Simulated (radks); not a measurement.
Q: The mean radii <r> (bohr) of the occupied orbitals of an atom or ion are listed with their occupations. All-electron calculation, Dirac Kohn-Sham, LDA (Slater exchange, Perdew-Wang correlation), spin-unpolarised, spherical densities, finite nucleus; Fermi nuclear charge, rms radius of each element as measured or else 0.836 A^(1/3) + 0.57 fm. Program: a radial shooting solver on a logarithmic mesh with Libxc functionals.

orbital  occ.      <r>
1s1/2       2  0.02364
2s1/2       2   0.1003
2p1/2       2  0.08402
2p3/2       4  0.09040
3s1/2       2   0.2613
3p1/2       2   0.2502
3p3/2       4   0.2617
3d3/2       4   0.2318
3d5/2       6   0.2354

Name the element and its charge. Open shells, if any, fill j = l - 1/2 first.

A: Z = 60, neodymium, charge +32: Nd32+ in [Ar] 3d10. The 1s radius gives Z: for a bare nucleus <r> = (2 gamma + 1)/(2Z) with gamma = sqrt(1 - (Z/c)^2), 0.02332 bohr for Z = 60, and screening makes it slightly larger (0.02364 here). The occupations add up to 28, and the charge is Z minus that.
